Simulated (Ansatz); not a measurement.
**Question.** Name a neutral molecule of C, N, S, Si and H with size of the dipole moment (PBE/def2-TZVPP) between 2.20 and 2.50 D and LUMO energy (B3LYP/def2-TZVPP) between -0.40 and -0.10 eV (Ansatz, PBE0-D4/def2-TZVP geometry).

**Answer.** `C[Si@@H]1S[Si@@H]1N` (2.33 D, -0.34 eV). Other molecules can fit too; these were computed, each in one conformer that needn't be the lowest.

B3LYP here is the variant with VWN-RPA as its local correlation; programs differ in this.
